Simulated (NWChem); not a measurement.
# C2H6N2Si; SMILES [SiH2](CC#N)N

```xyz
11

N     -0.6889     2.4815     0.2899
C      0.0921     1.6800    -0.0125
C      1.0136     0.6213    -0.3655
Si     0.3738    -1.0849     0.2402
N     -1.2218    -1.4842    -0.2596
H      1.1463     0.5982    -1.4598
H      2.0026     0.8173     0.0824
H      1.3160    -2.0970    -0.3204
H      0.4280    -1.0461     1.7291
H     -1.4062    -1.8198    -1.1975
H     -2.0179    -0.9794     0.1143
```
Atoms are numbered in this order, from 1.

Level: PBE0/def2-SVP (NWChem), optimised geometry, unscaled harmonic frequencies. 

Q: List the harmonic frequencies with IR intensities, and the thermochemistry.

A: 
```json
[
 {"frequency (cm⁻¹)": "62", "IR intensity (km/mol)": "8.7"},
 {"frequency (cm⁻¹)": "120", "IR intensity (km/mol)": "7.6"},
 {"frequency (cm⁻¹)": "211", "IR intensity (km/mol)": "16.7"},
 {"frequency (cm⁻¹)": "247", "IR intensity (km/mol)": "1.4"},
 {"frequency (cm⁻¹)": "374", "IR intensity (km/mol)": "227.9"},
 {"frequency (cm⁻¹)": "385", "IR intensity (km/mol)": "1.2"},
 {"frequency (cm⁻¹)": "463", "IR intensity (km/mol)": "7.8"},
 {"frequency (cm⁻¹)": "526", "IR intensity (km/mol)": "32.5"},
 {"frequency (cm⁻¹)": "643", "IR intensity (km/mol)": "3.5"},
 {"frequency (cm⁻¹)": "681", "IR intensity (km/mol)": "12.5"},
 {"frequency (cm⁻¹)": "805", "IR intensity (km/mol)": "41.5"},
 {"frequency (cm⁻¹)": "866", "IR intensity (km/mol)": "7.0"},
 {"frequency (cm⁻¹)": "905", "IR intensity (km/mol)": "43.9"},
 {"frequency (cm⁻¹)": "910", "IR intensity (km/mol)": "172.4"},
 {"frequency (cm⁻¹)": "933", "IR intensity (km/mol)": "187.3"},
 {"frequency (cm⁻¹)": "986", "IR intensity (km/mol)": "5.5"},
 {"frequency (cm⁻¹)": "1147", "IR intensity (km/mol)": "6.2"},
 {"frequency (cm⁻¹)": "1166", "IR intensity (km/mol)": "38.9"},
 {"frequency (cm⁻¹)": "1402", "IR intensity (km/mol)": "11.9"},
 {"frequency (cm⁻¹)": "1544", "IR intensity (km/mol)": "47.0"},
 {"frequency (cm⁻¹)": "2246", "IR intensity (km/mol)": "114.1"},
 {"frequency (cm⁻¹)": "2257", "IR intensity (km/mol)": "112.3"},
 {"frequency (cm⁻¹)": "2395", "IR intensity (km/mol)": "37.9"},
 {"frequency (cm⁻¹)": "3074", "IR intensity (km/mol)": "1.4"},
 {"frequency (cm⁻¹)": "3138", "IR intensity (km/mol)": "0.2"},
 {"frequency (cm⁻¹)": "3617", "IR intensity (km/mol)": "41.9"},
 {"frequency (cm⁻¹)": "3717", "IR intensity (km/mol)": "46.8"}
]
```

The zero-point energy is 49.8 kcal/mol, the thermal correction to the enthalpy at 298.15 K (with zero-point energy) comes out as 54.8 kcal/mol and the heat capacity Cv is 24.5 cal/(mol K). The entropy at 298.15 K and 1 atm (symmetry number 1) comes out as 82.3 cal/(mol K) and the dipole moment comes out as 3.45 D.

Rigid rotor and harmonic oscillator; modes under 100 cm⁻¹ make the entropy uncertain.
